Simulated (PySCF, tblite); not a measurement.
Isomers of C2H15NOSi4. Computed values, GFN2-xTB/tblite, gas phase, harmonic and unscaled. Errors from tens to a few hundred cm⁻¹ against measured bands are possible. Modes of hydrogen on silicon can be 10 to 20 % off. One conformer each.

Electronic energies: PBE0/pcSseg-1 single points on the GFN2-xTB geometries (PySCF, gas phase).

```
                         SMILES  electronic energy, lowest = 0 (kJ/mol)
CC[SiH2]O[Si@@H](N)[SiH2][SiH3]                                     0.0
 COC[SiH2][SiH2]N([SiH3])[SiH3]                                   230.4
C[SiH2][SiH2][Si@](C)(O)[SiH2]N                                    60.7
```

Question: How do GFN2-xTB zero-point energies change the relative energies?

Answer: 
```
                         SMILES  ZPE (kJ/mol)  of it from modes above 1550 cm⁻¹  electronic (kJ/mol)  with ZPE, lowest = 0 (kJ/mol)  lowest mode (cm⁻¹)  rings
CC[SiH2]O[Si@@H](N)[SiH2][SiH3]         419.8                             235.9                  0.0                            0.0                 14i      0
C[SiH2][SiH2][Si@](C)(O)[SiH2]N         424.1                             248.8                 60.7                           64.9                  8i      0
 COC[SiH2][SiH2]N([SiH3])[SiH3]         405.1                             219.3                230.4                          215.7                   7      0
```

The zero-point energies span 19.0 kJ/mol, from `COC[SiH2][SiH2]N([SiH3])[SiH3]` to `C[SiH2][SiH2][Si@](C)(O)[SiH2]N`. Slightly imaginary modes are left out of the zero-point energy: `CC[SiH2]O[Si@@H](N)[SiH2][SiH3]` 13.7i cm⁻¹ and `C[SiH2][SiH2][Si@](C)(O)[SiH2]N` 7.7i cm⁻¹. The order is unchanged.

Question: And how do the electronic energies of GFN2-xTB itself compare?

Answer: `CC[SiH2]O[Si@@H](N)[SiH2][SiH3]` 0.0; `C[SiH2][SiH2][Si@](C)(O)[SiH2]N` 213.9; `COC[SiH2][SiH2]N([SiH3])[SiH3]` 134.9 kJ/mol, lowest = 0. Against the energies above, taken from the same isomer `CC[SiH2]O[Si@@H](N)[SiH2][SiH3]`, the largest difference is 153.2 kJ/mol.
